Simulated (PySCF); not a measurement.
Static response to an electric field

Compound: C₅H₁₃NP (charge +1).
Atom-mapped SMILES: `[CH2:1]=[CH:2][P+:3]([CH3:4])([CH3:5])[NH:6][CH3:7]` (hydrogens: H8, H9 on C1; H10 on C2; H11, H12, H13 on C4; H14, H15, H16 on C5; H17 on N6; H18, H19, H20 on C7)

Geometry (GFN2-xTB, Å), atoms numbered from 1 in this order:
```
atom  x, y, z in Å
C1    -0.3505    2.2030   -1.0389
C2    -0.8681    1.4195   -0.1047
P3    -0.3966   -0.3095    0.0578
C4    -1.4530   -1.3575   -0.9646
C5    -0.5882   -0.7676    1.8090
N6     1.1291   -0.4780   -0.5438
C7     2.2654    0.1515    0.1298
H8    -0.6525    3.2318   -1.1461
H9     0.3997    1.8433   -1.7256
H10   -1.6195    1.7647    0.5930
H11   -1.2905   -1.1131   -2.0138
H12   -1.2258   -2.4085   -0.7893
H13   -2.4956   -1.1712   -0.7111
H14   -1.6209   -0.6200    2.1192
H15    0.0594   -0.1439    2.4254
H16   -0.3205   -1.8147    1.9491
H17    1.3504   -1.3936   -0.9189
H18    1.9615    1.1315    0.4944
H19    3.0707    0.2824   -0.5913
H20    2.6401   -0.4393    0.9674
```

Level: CAM-B3LYP/def2-SVPD (PySCF), static field, nuclei fixed, core orbitals frozen in the response. The polarisability tensor in these axes (au):

```
x   83.15  3.85 -2.33
y    3.85 88.30 -7.49
z   -2.33 -7.49 81.53
```

Problem. Give the principal values, the mean and the anisotropy Δα = √{½[(α1 − α2)² + (α2 − α3)² + (α1 − α3)²]}.

Solution. Principal values 76.69, 81.42 and 94.86 au; mean 84.32 au = 12.50 Å³ = 13.90 × 10⁻⁴⁰ C²·m²/J; Δα = 16.33 au (19 % of the mean).

Problem. Directions of the eigenvectors, and the extent of the frame along each?

Solution. Largest value along (0.36, 0.79, -0.50), where the nuclei span 5.41 Å; middle along (0.93, -0.29, 0.22), 4.94 Å; least along (-0.02, 0.55, 0.84), 4.21 Å. The response follows the extents in order.

Problem. In TDDFT the mean static polarisability is Σ f/ω² over all singlet excitations (ω in hartree). How much of it do the 8 lowest give? Their energies (eV) and oscillator strengths: 6.25, 0.0102; 7.15, 0.3166; 7.43, 0.0023; 7.54, 0.0136; 8.29, 0.0039; 8.51, 0.0073; 8.57, 0.0569; 8.81, 0.0117.

Solution. They add up to 5.79 au, 6.9 % of the 84.32 au; the largest single term is 4.59 au, from the state at 7.15 eV. Terms in order: 0.19, 4.59, 0.03, 0.18, 0.04, 0.07, 0.57, 0.11 au. Higher excitations give the rest. The strengths listed sum to 0.422.

Problem. Give the eigenvalues of the traceless quadrupole moment Θ = ½Σq(3rr − r²1), origin at the centre of nuclear charge.

Solution. -5.50, 1.48, 4.03 D·Å. The values depend on the origin, since the species is charged. The electronic extent ⟨r²⟩ about the same centre is 985 bohr², a root-mean-square distance of 2.08 Å for the 64 electrons.

Geometry: GFN2-xTB, one conformer, isolated ion.
